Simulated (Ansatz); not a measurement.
C3H5AlO4 (`[OH][Al-]1([OH])[O]C=CC=[O+]1`), 13 atoms. Charge 0, multiplicity 1. All runs use 4 threads of an Arm Neoverse V2 on a shared host. Correlated methods freeze the cores.

**Question.** How many basis functions does each run have, and how long does it take in Ansatz? RKS ωB97M-V/def2-QZVPP energy; RKS r2SCANh-D4/def2-TZVPP energy; RKS PBE0-D4/def2-SVP energy; RKS PBE0-D4/def2-TZVP frequencies; direct RPA on PBE orbitals/def2-TZVPP energy; RHF-MP2/def2-QZVPP energy; RKS PBE-QIDH (frozen core)/def2-TZVPP energy; RHF-CCSD(T)/def2-SVP energy; RKS PBE0-D4/def2-TZVP relaxation (12 steps); RHF-MP2/def2-TZVPP energy; RKS ωB97M-V/def2-SVP energy; RKS r2SCAN-D4/def2-TZVPP energy and forces. (An estimate is asked.)

**Answer.** The calculation gave: Other jobs shared the machine, so times are rough.

```
                                level                    job  functions  wall time  peak host memory (GiB)
                 RKS PBE0-D4/def2-SVP                 energy        141      2.4 s                    0.64
                 RKS ωB97M-V/def2-SVP                 energy        141        9 s                    0.64
                   RHF-MP2/def2-TZVPP                 energy        329      9.5 s                     1.1
             RKS r2SCAN-D4/def2-TZVPP      energy and forces        329       10 s                    0.58
            RKS r2SCANh-D4/def2-TZVPP                 energy        329       12 s                     1.1
RKS PBE-QIDH (frozen core)/def2-TZVPP                 energy        329       15 s                     1.2
direct RPA on PBE orbitals/def2-TZVPP                 energy        329       22 s                     1.2
                 RHF-CCSD(T)/def2-SVP                 energy        141       37 s                     1.2
               RKS ωB97M-V/def2-QZVPP                 energy        619       45 s                     3.4
                   RHF-MP2/def2-QZVPP                 energy        619       62 s                     5.7
                RKS PBE0-D4/def2-TZVP  relaxation (12 steps)        284      100 s                       1
                RKS PBE0-D4/def2-TZVP            frequencies        284    7.9 min                     1.1
```
